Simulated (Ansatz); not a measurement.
Input and output for AlH₆OPSi.

```yaml
crystal:
  periodic: [false, false, false]
  atoms:
    - {symbol: Al, position_ang: [0.098451, 2.364610, -0.214023]}
    - {symbol: O, position_ang: [0.430159, 0.821743, -1.012859]}
    - {symbol: P, position_ang: [0.620908, 0.018993, 0.396419]}
    - {symbol: Si, position_ang: [-0.539170, -1.902627, 0.153059]}
    - {symbol: H, position_ang: [-1.418518, 2.748344, -0.000870]}
    - {symbol: H, position_ang: [1.321772, 3.342187, -0.008116]}
    - {symbol: H, position_ang: [1.931875, -0.527833, 0.327774]}
    - {symbol: H, position_ang: [-0.171718, -2.583009, -1.114941]}
    - {symbol: H, position_ang: [-0.205473, -2.761052, 1.319918]}
    - {symbol: H, position_ang: [-1.985085, -1.572456, 0.156641]}
basis:
  gaussian: {orbitals: "6-31G*"}
hamiltonian: {xc: {name: SPW92}}
output: {forces: true}
```

```sh
$ ansatz run in.yaml --threads 2 --pin off --events-out ev --progress --plain --max-ram 4352MiB
```

It prints (some lines left out):

```
Functional definition: SPW92
1027 factors; their error is unknown
mean field evaluation 1: about -25790.1974 eV, gradient 5.7e1 eV
mean field evaluation 2: about -25710.7843 eV, gradient 1.8e2 eV
mean field evaluation 4: about -25796.1306 eV, gradient 1.0e1 eV
mean field evaluation 8: about -25796.4866 eV, gradient 2.2e-1 eV
mean field evaluation 16: about -25796.4299 eV, gradient 7.4e-5 eV
mean field -25796.42992437 eV, -948.0013142723 hartree, gradient 1.4e-5 eV, S^2 0.000000; 0 other end points of the search recorded, 0 dependent functions left out
reference -25796.42997419 eV, -948.0013161032 hartree; 28, 28 occupied and 56, 56 virtual orbitals, 1027 factors
Total energy: -25796.42997419 eV, -948.0013161032 hartree
Atom 0 at     0.098451     2.364610    -0.214023 Å, force    -0.011017     0.008387     0.100973 eV/Å
Atom 1 at     0.430159     0.821743    -1.012859 Å, force    -0.031490     0.058071    -0.776671 eV/Å
Atom 2 at     0.620908     0.018993     0.396419 Å, force    -0.311078    -0.105536     0.607180 eV/Å
Atom 3 at    -0.539170    -1.902627     0.153059 Å, force     0.181273     0.292179     0.017054 eV/Å
Atom 4 at    -1.418518     2.748344    -0.000870 Å, force    -0.248342     0.039783     0.038085 eV/Å
Atom 5 at     1.321772     3.342187    -0.008116 Å, force     0.209895     0.136234     0.037288 eV/Å
Atom 6 at     1.931875    -0.527833     0.327774 Å, force     0.366741    -0.169984    -0.004787 eV/Å
Atom 7 at    -0.171718    -2.583009    -1.114941 Å, force     0.051362    -0.138855    -0.233081 eV/Å
Atom 8 at    -0.205473    -2.761052     1.319918 Å, force     0.051315    -0.171697     0.214870 eV/Å
Atom 9 at    -1.985085    -1.572456     0.156641 Å, force    -0.258659     0.051418    -0.000910 eV/Å
Dipole moment:     0.019706    -0.289876     0.110989 e Å
```

Run time 1.1 s (2 threads of an Arm Neoverse V1 on a shared host); peak host memory 0.43 GiB.
